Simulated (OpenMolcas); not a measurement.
## neutral carbon: effect of correlating more closed shells

```yaml
Program: OpenMolcas 26.06
Basis: ANO-RCC-VTZP [4s3p2d1f]
Scalar_Hamiltonian: DKH2, point nucleus
Active_space: 4 electrons in 4 orbitals (2s 2p)
State_averaging: 2S+1 = 3 even, 3 roots; 2S+1 = 1 even, 6 roots; 2S+1 = 5 odd, 1 root; 2S+1 = 3 odd, 8 roots
Spin-orbit_coupling: state interaction with AMFI integrals over the reference wave functions, term energies averaged over their components
```

Methods on the same reference wave functions:
A. CASSCF
B. SS-CASPT2, IPEA 0.25 Eh, imaginary shift 0.1 Eh (closed shells correlated: none)
C. SS-CASPT2, IPEA 0.25 Eh, imaginary shift 0.1 Eh (closed shells correlated: 1s)

Energies in cm⁻¹ above 2s² 2p² ³P₀, the measured ground level; measured values from NIST Handbook of Basic Atomic Spectroscopic Data.

```
      Level      A      B      C  Measured
2s² 2p² ³P₀    0.0    0.0    0.0       0.0
2s² 2p² ³P₁   15.2   15.2   15.2      16.4
2s² 2p² ³P₂   45.3   45.3   45.3      43.4
2s² 2p² ¹D₂  12763  10000  10020     10193
2s² 2p² ¹S₀  21207  20430  20550     21648
2s 2p³ ⁵S°₂  23548  30700  30610     33735
2s 2p³ ³D°₂  68566  62460  62260     64091
2s 2p³ ³D°₁  68566  62460  62260     64090
2s 2p³ ³D°₃  68566  62460  62260     64087
2s 2p³ ³P°₀  81088  75950  75760     75256
2s 2p³ ³P°₁  81088  75950  75760     75254
2s 2p³ ³P°₂  81088  75950  75760     75255
```

Deviations, from unrounded energies. A percentage is the sum of absolute deviations over the sum of measured energies, with the sign that they share, or ± where signs differ.

```json
{"Against measurement": "mean absolute deviation (cm-1)", "Levels": "11", "A": "4000", "B": "1000", "C": "1000"}
{"Against measurement": "fine structure of the ground term (%)", "Levels": "2", "A": "±5.3", "B": "±5.2", "C": "±5.2"}
{"Against measurement": "other terms of the ground configuration (%)", "Levels": "2", "A": "±9.5", "B": "-4.5", "C": "-4.0"}
{"Against measurement": "other configurations (%)", "Levels": "7", "A": "±9.1", "B": "±2.2", "C": "±2.2"}
```

B, C lie about equally close to measurement and A furthest from it. The largest miss of C in the table is 2s 2p³ ⁵S°₂, by -3100 cm-1. The ranking rests on the paired levels alone, and a cruder setting can come out closer through cancelling errors.

Between B and C the level of the table that moves most is 2s 2p³ ³D°₃, by 200 cm-1 (lowest in C, highest in B). Moves below CASPT2's spread within the term are not significant.

The two smallest mean deviations differ by little beside CASPT2's spread within terms, so their order carries little weight.

From A to B the spin-free energies of the other terms of 2s² 2p² shown, above ³P, scale by factors of 0.78 to 0.96.

The lowest spin-free term lies below A's lowest term by 0.064 hartree in B, 0.070 hartree in C.

What an inner shell adds also hangs on whether the basis holds functions to correlate it.

Term energies are means over components that CASPT2 splits; among the terms shown or strongly mixed into the levels shown the widest spread is 280 cm-1 (2s 2p³ ³D°, C). Over all roots computed the reference weight is 0.94 to 0.99 in B, 0.94 to 0.99 in C; the roots of lowest weight are the least certain, and an intruder state may touch them. Without dynamic correlation excited terms often stand tens of per cent too high (terms of higher spin than the ground term too low), and those without a measured partner can miss by more than the paired ones (holds for A). Computed and measured levels are paired by configuration, term and J; levels that our copy of the source lacks, or whose pairing is in doubt (as where it misses far off the trend of its configuration), stay unpaired and out of the deviations. Only configurations of the active space appear.

° marks odd parity.
